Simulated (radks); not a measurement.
Initial-state core-level shifts of the lutetium ion Lu3+ when its valence configuration changes from [Xe] 4f14. Method: scalar-relativistic Kohn-Sham, BLYP, spin-unpolarised, spherical densities, finite nucleus; Fermi nuclear charge, rms radius 5.37 fm; computed with a radial shooting solver on a logarithmic mesh with Libxc functionals. Shifts are changes of the shell-averaged eigenvalues in eV (positive: less bound); the change of the density at the nucleus, which sets a Mossbauer isomer shift, is in e/bohr^3, on a base of 1.177e+06.

valence                1s       3p       4s       4d  density at nucleus
4f13.5 5d0.5       -3.935   -4.666   -4.467   -4.238               +23.4
4f12 6p2          -26.467  -29.898  -28.695  -27.637              +124.7
4f13.5 6s0.5       -5.445   -6.196   -5.999   -5.782               +73.8
4f13 5d0.5 6p0.5  -10.317  -11.866  -11.412  -10.936               +52.7
4f13 6p1          -12.613  -14.176  -13.722  -13.257               +57.2
4f12 6s1 6p1      -25.153  -28.593  -27.387  -26.330              +237.0
4f13 6s1          -11.252  -12.830  -12.369  -11.905              +155.8
4f12 5d2          -16.914  -20.256  -19.096  -18.012              +104.0
4f13 5d1           -8.076   -9.609   -9.154   -8.667               +48.6
